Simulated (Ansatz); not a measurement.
Reaction (redistribution): `BC=O` + `COB(F)Cl` → `O=CBF` + `COBCl`

Calculated with Ansatz (gas phase, PBE0-D4/def2-TZVP geometries, no zero-point term in ΔE). CCSD(T)/CBS is the MP2 limit (def2-TZVPP, def2-QZVPP) plus CCSD(T) − MP2 in def2-TZVPP, frozen cores. DFT in def2-TZVPP. B3LYP here is the variant with VWN-RPA as its local correlation; programs differ in this. Each species was taken in one conformer, which may not be the lowest.

`BC=O`:

```xyz
6

B     0.104    0.668    0.337
C     0.108   -0.665   -0.429
O    -1.023   -1.011   -0.125
H     0.405    0.662    1.490
H    -0.347    1.632   -0.201
H     0.755   -1.285   -1.073
```

`COB(F)Cl`:

Z-matrix (Å, degrees):
```
C
O 1 1.414
H 1 1.091 2 111.7
H 1 1.091 2 108.6 3 -120.9
H 1 1.090 2 108.2 3 120.8
B 2 1.333 1 126.0 3 5.7
Cl 6 1.765 2 124.1 1 -0.3
F 6 1.320 2 118.3 1 179.8
```

`O=CBF`:

Z-matrix (Å, degrees):
```
C
B 1 1.604
O 1 1.208 2 121.2
H 1 1.115 2 119.2 3 -180.0
F 2 1.315 1 117.7 3 -180.0
H 2 1.194 1 122.6 3 0.0
```

`COBCl`:

```xyz
8

C    -0.291    0.937    0.556
O    -0.616   -0.179   -0.253
B     0.307   -1.062   -0.636
Cl   -0.197   -2.411   -1.639
H    -0.875    0.883    1.476
H     0.774    0.956    0.800
H    -0.559    1.847    0.019
H     1.457   -0.971   -0.322
```

```tsv
level	ΔE (kJ/mol)	difference from CCSD(T)/CBS
B3LYP-D4	-4.9	3.1
BHLYP-D4	-9.9	-1.9
ωB97X-V	-6.9	1.1
PBE-QIDH	-4.1	3.9
B3LYP	-8.0	0.0
LC-ωPBE	-5.8	2.2
HF/def2-SVP	-21.5	-13.5
HF/def2-TZVPP	-21.3	-13.3
HF/CBS(def2)	-21.5	-13.5
CCSD/CBS(def2)	-11.2	-3.2
CCSD(T)/CBS	-8.0	0
```

(1) What do rigid-rotor, harmonic-oscillator terms from PBE0-D4/def2-TZVP frequencies (298.15 K, 1 bar) make of the CCSD(T)/CBS value? (Estimate.)

Largest T1 diagnostic among the species: 0.021, so the coupled-cluster value is less sure than usual.

Results:

(1) Computed: ΔZPE = +2.3 kJ/mol, ΔH = -6.3 kJ/mol, ΔS = -8 J/(mol·K), ΔG = -3.9 kJ/mol. Modes under 50 cm⁻¹ make the entropy rough.

At CCSD(T), def2-SVP lies −3.4 kJ/mol from the extrapolated value and def2-TZVPP −0.5 kJ/mol. Leaving LDA and LC-ωPBE aside and taking each functional with its dispersion term where it has one, the values, not all of them listed here, spread over 17.5 kJ/mol, from BHLYP-D4 to r2SCAN-D4. LDA lies +11.7 kJ/mol from PBE without D4.
